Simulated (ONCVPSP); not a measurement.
# An all-electron radial function and its pseudo partner (Rb)

Columns: radius, all-electron u(r) and pseudo u(r) of the 5s shell (level -2.23 eV) of rubidium in the configuration [Kr] 5s1; PBE, scalar-relativistic, ONCV scheme, ONCVPSP 4.0.1.

```json
{"r (bohr)": "0.210", "all-electron": "0.0017", "pseudo": "0.0084"}
{"r (bohr)": "0.420", "all-electron": "0.1105", "pseudo": "0.0171"}
{"r (bohr)": "0.630", "all-electron": "-0.0191", "pseudo": "0.0272"}
{"r (bohr)": "0.840", "all-electron": "-0.1474", "pseudo": "0.0403"}
{"r (bohr)": "1.050", "all-electron": "-0.1992", "pseudo": "0.0577"}
{"r (bohr)": "1.260", "all-electron": "-0.1831", "pseudo": "0.0795"}
{"r (bohr)": "1.470", "all-electron": "-0.1241", "pseudo": "0.1052"}
{"r (bohr)": "1.680", "all-electron": "-0.0442", "pseudo": "0.1339"}
{"r (bohr)": "1.890", "all-electron": "0.0414", "pseudo": "0.1658"}
{"r (bohr)": "2.100", "all-electron": "0.1237", "pseudo": "0.2012"}
{"r (bohr)": "2.310", "all-electron": "0.1982", "pseudo": "0.2404"}
{"r (bohr)": "2.520", "all-electron": "0.2628", "pseudo": "0.2824"}
{"r (bohr)": "2.730", "all-electron": "0.3172", "pseudo": "0.3246"}
{"r (bohr)": "2.940", "all-electron": "0.3618", "pseudo": "0.3639"}
{"r (bohr)": "3.150", "all-electron": "0.3974", "pseudo": "0.3978"}
{"r (bohr)": "3.360", "all-electron": "0.4249", "pseudo": "0.4249"}
{"r (bohr)": "3.570", "all-electron": "0.4453", "pseudo": "0.4453"}
{"r (bohr)": "3.780", "all-electron": "0.4596", "pseudo": "0.4596"}
{"r (bohr)": "3.990", "all-electron": "0.4688", "pseudo": "0.4688"}
{"r (bohr)": "4.200", "all-electron": "0.4737", "pseudo": "0.4737"}
{"r (bohr)": "4.410", "all-electron": "0.4748", "pseudo": "0.4748"}
{"r (bohr)": "4.620", "all-electron": "0.4726", "pseudo": "0.4726"}
{"r (bohr)": "4.830", "all-electron": "0.4674", "pseudo": "0.4674"}
{"r (bohr)": "5.040", "all-electron": "0.4596", "pseudo": "0.4596"}
{"r (bohr)": "5.250", "all-electron": "0.4496", "pseudo": "0.4496"}
{"r (bohr)": "5.460", "all-electron": "0.4376", "pseudo": "0.4376"}
```

**Question.** How many radial nodes do the two functions have?

**Answer.** The all-electron 5s function has n − l − 1 = 4 (the table is too coarse to show those close to the nucleus); the pseudo-wave has 0, since the states of the same l below it are removed with the core.

**Question.** At about which radius was the pseudo-wave matched?

**Answer.** 3.85 bohr. The columns agree to 0.0005 from 3.15 bohr on; several derivatives are matched, so the curves merge somewhat inside the radius.

**Question.** Where does each function peak?

**Answer.** Outermost all-electron maximum near 4.41 bohr, pseudo maximum near 4.41 bohr (to the table’s step).

**Question.** Is the pseudo-wave norm-conserving?

**Answer.** Yes: the ONCV scheme keeps the norm inside the radius equal to the all-electron one, which fixes the energy derivative of the logarithmic derivative at the level.
